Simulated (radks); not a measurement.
The numbers below are computed, except where a source is named.
Question: The osmium ion Os69+, 7 electrons, occupied as [He] 2s2 2p3 (the NIST ground configuration). Level of theory: Dirac Kohn-Sham, relativistic LDA (MacDonald-Vosko exchange, VWN5 correlation), spin-unpolarised, spherical densities, finite nucleus; open shells fill j = l - 1/2 first; Fermi nuclear charge, rms radius 5.4126 fm (a radial shooting solver on a logarithmic mesh with Libxc functionals). Some entries of the table are withheld. Estimate them.

orbital  occ.  eigenvalue (eV)  r(max) (bohr)
1s1/2       2        -80653.88        0.01108
2s1/2       2              (1)            (2)
2p1/2       2        -19053.08            (3)
2p3/2       1        -17422.77            (4)

Answer: 
(1) 2s1/2 eigenvalue (eV): -19378.17
(2) 2s1/2 r(max) (bohr): 0.06275
(3) 2p1/2 r(max) (bohr): 0.04618
(4) 2p3/2 r(max) (bohr): 0.05288
